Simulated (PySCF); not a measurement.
C3HF4, SMILES F/C=[C]/C(F)(F)F, multiplicity 2.

Geometry optimised at PBE-D3(BJ)/def2-SVP. The isomer is the one that the SMILES or the coordinates give; other isomers of the formula were not compared.

These are PBE-D3(BJ)/def2-SVP run with PySCF 2.14.0 values and carry that method's errors.

No scaling factor is applied to the harmonic values.

Q: Give all harmonic wavenumbers and intensities. (Estimate from the structure and the level; the computed values follow.)

A: 
```
mode  ν (cm⁻¹)  IR (km/mol)  moving atoms (share of kinetic energy)
----  --------  -----------  --------------------------------------
1           80          3.0                  C 45 %, F 38 %, H 17 %
2          126          1.4                          F 68 %, C 29 %
3          133          5.0                  F 50 %, C 28 %, H 21 %
4          362          2.1                          F 73 %, C 26 %
5          383          1.0                          F 68 %, C 29 %
6          412          0.0                          F 67 %, C 32 %
7          543          0.0                          F 82 %, C 17 %
8          575          3.3                          F 70 %, C 29 %
9          671         23.4                          F 65 %, C 35 %
10         803          2.8                          H 57 %, C 40 %
11         861         12.7                          C 50 %, F 49 %
12        1103        313.8                          C 68 %, F 32 %
13        1115        321.6                          C 76 %, F 23 %
14        1151        295.2                          C 77 %, F 23 %
15        1219          6.2                  H 70 %, C 18 %, F 12 %
16        1299         78.6                   C 71 %, H 20 %, F 9 %
17        1751        190.8                                  C 97 %
18        3047          3.3                           H 92 %, C 8 %
```
